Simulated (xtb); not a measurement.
Job for xtb: GFN1-xTB on CH5BS (SMILES BSC), a point of a torsion scan.

```
$ xtb mol.xyz --gfn 1 --sp --chrg 0 --uhf 0
8

B      1.55590675     0.02473522     0.21051709
S      0.11072776     0.65236587     0.95735267
C     -1.24869588    -0.00033163    -0.08234037
H      1.48212112    -0.66159710    -0.73129024
H      2.57309456     0.31990676     0.69865071
H     -1.03434030    -1.02420562    -0.36668669
H     -2.15889250     0.04662124     0.50589382
H     -1.34670615     0.62472252    -0.96431884
```

Question: Predict the final total energy.

Answer: -9.8960 hartree.
